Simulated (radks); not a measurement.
The numbers below are computed, except where a source is named.
Valence configurations of Ge II (all share [Ar]). Code: a radial shooting solver on a logarithmic mesh with Libxc functionals. Model: scalar-relativistic Kohn-Sham, PBE, spin-unpolarised, spherical densities, point nucleus. Energies are relative to 3d10 4s2 4p1; eigenvalues in eV.

valence           E (eV)    e(3d)    e(4p)    e(4s)
3d10 4s2 4p1       0.000  -38.319  -11.242  -19.859
3d10 4s1.5 4p1.5   4.334  -39.197  -11.641  -20.359
3d10 4s1 4p2       8.717  -40.052  -12.024  -20.839
3d9.5 4s2 4p1.5   14.564  -43.445  -12.226  -21.319
3d10 4p3          17.621  -41.696  -12.750        -
3d9 4s2 4p2       31.241  -48.710  -13.180  -22.734
3d9 4s1 4p3       40.880  -50.295  -13.872  -23.594
3d8.5 4s2 4p2.5   50.113  -54.108  -14.110  -24.111
3d8 4s2 4p3       71.256  -59.635  -15.022  -25.454
3d7 4s2 4p4       120.63  -71.061  -16.805  -28.056

NIST lists [Ar] 3d10 4s2 4p1 as the ground configuration; this level of theory agrees among the configurations tried. The energies are those of spherical spin-averaged densities, not of single terms.
